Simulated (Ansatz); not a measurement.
Ansatz (a quantum-chemistry and plane-wave program) job for SeF3, SMILES F[Se+](F)F, charge +1, CAM-B3LYP/def2-SVPD. The structure is a stationary point at TPSSh-D3(BJ)/def2-SVP. The multiplicity is an assumed one; other spin states were not compared. The isomer is the one that the SMILES or the coordinates give; other isomers of the formula were not compared.

Ansatz 0.2 input:
```yaml
crystal:
  periodic: [false, false, false]
  atoms:
    - {symbol: Se, position_ang: [-0.00000000, -0.00000000, 0.36855588]}
    - {symbol: F, position_ang: [1.26721233, -0.73162538, -0.46410740]}
    - {symbol: F, position_ang: [-1.26721233, -0.73162537, -0.46410740]}
    - {symbol: F, position_ang: [0.00000001, 1.46325076, -0.46410740]}
basis:
  gaussian:
    orbitals: def2-SVPD
hamiltonian:
  xc: {name: CAM-B3LYP}
total_charge: 1
```

It prints:

```
WARN ansatz: RAYON_NUM_THREADS=1 ignored (pool sized by the plan → 1); use --threads N
Functional definition: CAM-B3LYP
integrals: 0.06 GiB planned
1022 factors; their error is unknown
integrals: 0.09 GiB planned
324 factors; integrals over basis functions are off by at most 2.8e-5 eV
mean field: 0.53 GiB planned
mean field evaluation 1: about -73463.6366 eV, gradient 9.1e1 eV
mean field evaluation 2: about -73439.2434 eV, gradient 1.6e2 eV
mean field evaluation 4: about -73476.8788 eV, gradient 2.3e0 eV
mean field evaluation 8: about -73477.0562 eV, gradient 1.7e-2 eV
mean field -73477.05617044 eV, -2700.2320097263 hartree, gradient 7.8e-5 eV, S^2 0.000000; 0 other end points of the search recorded, 0 dependent functions left out
reference -73477.05629815 eV, -2700.2320144196 hartree; 30, 30 occupied and 80, 80 virtual orbitals, 1022 factors
Total energy: -73477.05629815 eV, -2700.2320144196 hartree
```

The run converged.

Cost: roughly 1.6 core-seconds.
